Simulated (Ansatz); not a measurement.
Computed with Ansatz.

Basis-set series for CH6FNOSi (`NC(O)(F)[SiH3]`). Charge 0, multiplicity 1. Geometry: relaxed with PBE0-D4/def2-TZVP. It is one conformer, not always the lowest.

Z-matrix (Å, degrees):
```
C
O 1 1.397
F 1 1.396 2 106.7
N 1 1.412 2 110.6 3 116.3
Si 1 1.925 2 113.0 3 -117.6
H 2 0.964 1 109.1 3 59.5
H 4 1.016 1 109.9 2 -50.0
H 4 1.011 1 110.9 2 70.2
H 5 1.486 1 108.3 2 -73.1
H 5 1.481 1 111.0 2 165.6
H 5 1.487 1 107.2 2 44.9
```

```
functional       basis  functions  energy (Eh)  HOMO (eV)  LUMO (eV)
   PBE0-D4    def2-SVP        104   -560.31797      -7.66       0.75
   PBE0-D4  def2-TZVPP        250   -560.74367      -7.89       0.27
   ωB97M-V    def2-SVP        104   -560.59947     -10.01       2.58
   ωB97M-V  def2-TZVPP        250   -561.03531     -10.26       1.85
```

Task: Give the rows for def2-QZVPP. (Estimate.)

Result: The calculation gave: 
```tsv
functional	basis	functions	energy (Eh)	HOMO (eV)	LUMO (eV)
PBE0-D4	def2-QZVPP	478	-560.76839	-7.95	0.07
ωB97M-V	def2-QZVPP	478	-561.05858	-10.32	1.47
```

Positive LUMOs are unbound and depend on the basis.
